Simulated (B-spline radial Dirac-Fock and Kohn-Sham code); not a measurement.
# Two-hole binding energies of Kr⁺

System: Kr⁺ in the configuration [Ar] 3d10 4s2 4p5.

Model: relaxed Dirac-Fock hole states (ΔSCF) with Breit and QED corrections and a finite nucleus. Program: a radial B-spline solver. U is the two-hole binding energy less the two single-hole energies, the effective repulsion of the holes after relaxation. Each two-hole energy is an average over J within one jj subconfiguration.

```
          holes  E(a) (eV)  E(b) (eV)  E(ab) (eV)  U (eV)
           1s⁻²    14339.5    14339.5     29211.1   532.1
   1s⁻¹ 2p1/2⁻¹    14339.5     1745.4     16226.4   141.4
   1s⁻¹ 3p1/2⁻¹    14339.5      238.0     14617.7    40.2
   1s⁻¹ 3d3/2⁻¹    14339.5      106.4     14479.5    33.6
   1s⁻¹ 3d5/2⁻¹    14339.5      105.2     14478.0    33.3
           2s⁻²     1943.9     1943.9      3971.5    83.6
   2s⁻¹ 2p1/2⁻¹     1943.9     1745.4      3766.0    76.7
        2p1/2⁻²     1745.4     1745.4      3593.2   102.4
   2s⁻¹ 3p1/2⁻¹     1943.9      238.0      2217.3    35.3
   2p1/2⁻¹ 3s⁻¹     1745.4      308.9           ?       ?
   2s⁻¹ 3d5/2⁻¹     1943.9      105.2      2083.8    34.8
2p1/2⁻¹ 3d5/2⁻¹     1745.4      105.2      1885.8    35.3
2p1/2⁻¹ 3d3/2⁻¹     1745.4      106.4      1885.7    33.9
        3d3/2⁻²      106.4      106.4       241.6    28.8
```

Q: Give the missing two-hole energy and U.

A: E(ab) = 2089.6 eV and U = 35.3 eV.

Values without a named source are computed, but for edge energies of neutral atoms, which are taken from tables.
